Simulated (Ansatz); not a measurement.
A nudged elastic band was laid between two geometries of C4H11AlSi (17 atoms, charge 0, multiplicity 1).

All numbers below come from RKS B3LYP/6-31G in Ansatz 0.2.0.

- movable images: 5
- climbing image: yes
- spring: 5.0 eV/Å²
- optimiser: quadratic models (default)
- start path: IDPP
- force threshold: 0.5 eV/Å
- iteration limit: 36
- end points: relaxed

First end point:

```xyz
17
Properties=species:S:1:pos:R:3
C -2.174 -0.984 -0.135
C -0.821 -0.996 -0.210
Al -0.037 -1.268 -2.000
C 0.031 -0.851 1.035
Si 0.564 0.985 1.363
C 1.404 1.800 -0.158
H -2.706 -0.898 0.816
H -2.808 -1.061 -1.016
H -1.032 -1.272 -3.261
H 1.538 -1.525 -2.184
H -0.510 -1.189 1.931
H 0.948 -1.451 0.970
H -0.657 1.780 1.746
H 1.518 1.012 2.531
H 0.699 1.903 -0.990
H 1.761 2.803 0.100
H 2.264 1.212 -0.498
```

Last end point:

```xyz
17
Properties=species:S:1:pos:R:3
C -1.502 -1.025 -1.045
C -0.268 -1.149 -0.500
Al 1.165 -1.832 -1.679
C -0.011 -0.801 0.952
Si 0.788 0.957 1.124
C -0.448 2.345 0.661
H -2.369 -0.710 -0.460
H -1.701 -1.237 -2.094
H 0.825 -2.000 -3.239
H 2.593 -2.264 -1.086
H -0.942 -0.808 1.538
H 0.674 -1.517 1.425
H 1.285 1.154 2.534
H 1.985 1.016 0.204
H -1.275 2.382 1.378
H 0.049 3.321 0.660
H -0.864 2.168 -0.336
```

Question: What changes between the two ends?

Answer: No bond is made or broken. The dihedral C2–C4–Si5–H13 goes from 69 to -169°.

Question: Give the energies along the band, and the barrier.

Answer: The forces met the threshold. The highest image is number 3 of 0 to 6, 1.9 kcal/mol above the first end and 2.5 kcal/mol above the last; the last end lies 0.7 kcal/mol below the first. The threshold of 0.5 eV/Å is loose, so the images may lie well off the minimum-energy path. The order of the stationary point at the top wasn't checked. Limits of this set-up: no polarisation functions.

| image | path coordinate (Å) | energy (kcal/mol) | dihedral C2–C4–Si5–H13 (°) |
| --- | --- | --- | --- |
| 0 | 0.00 | 0.0 | 69 |
| 1 | 1.21 | 0.6 | 87 |
| 2 | 2.42 | 1.6 | 109 |
| 3 | 3.64 | 1.9 | 132 |
| 4 | 4.85 | 1.0 | 154 |
| 5 | 6.07 | -0.1 | 174 |
| 6 | 7.28 | -0.7 | -169 |

Question: What is the geometry of the highest image?

Answer: 
```xyz
17
Properties=species:S:1:pos:R:3
C -1.841 -1.002 -0.698
C -0.541 -1.080 -0.325
Al 0.719 -1.761 -1.683
C -0.129 -0.772 1.104
Si 0.644 0.993 1.404
C 0.485 2.201 -0.076
H -2.629 -0.704 -0.001
H -2.172 -1.212 -1.714
H 0.151 -2.030 -3.160
H 2.246 -2.093 -1.308
H -0.997 -0.848 1.776
H 0.615 -1.495 1.464
H -0.046 1.592 2.604
H 2.102 0.844 1.763
H -0.564 2.382 -0.335
H 0.943 3.160 0.194
H 0.994 1.824 -0.969
```

The run took 2.7 min on 1 CPU thread of a shared host.
